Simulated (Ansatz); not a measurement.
Reactions of C₂H₆O₃, SMILES `OCOCO`.

Gas-phase electronic energies from Ansatz, PBE0-D4/def2-TZVP geometries. CCSD(T)/CBS is the MP2 limit (def2-TZVPP, def2-QZVPP) plus CCSD(T) − MP2 in def2-TZVPP, frozen cores. This one scheme is used for every species, atoms too. No spin–orbit coupling; open shells (•) take unrestricted orbitals. Spin–orbit coupling would lower the free atoms: a little for C, O. For Se outer-core shells are correlated without core-valence functions, so the limit isn't a true one: a few kJ/mol of doubt a bond, and 10 to 20 or more in all where bonds break to atoms. Scalar relativity is left out up to krypton. Each species was taken in one conformer, which may not be the lowest.

Problem. Order these by ΔE at CCSD(T)/CBS, lowest first. (Best estimate.)
A. `OCOCO` + `C=O` → `O=CCOCO` + H₂O
B. `OCOCO` → 2 C• + 6 H• + 3 O•
C. `OCOCO` + H₂Se → `OC[SeH]` + `OCO`
D. `OCOCO` + `O[SiH2]S` → `OCO[SiH2]S` + `OCO`
E. `OCOCO` + H₂ → `COCO` + H₂O

Solution. E (-78.1 kJ/mol), A (-52.1 kJ/mol), C (-6.2 kJ/mol), D (+2.7 kJ/mol), B (+4231.4 kJ/mol).

Largest T1 diagnostic: 0.015, for `C=O`.
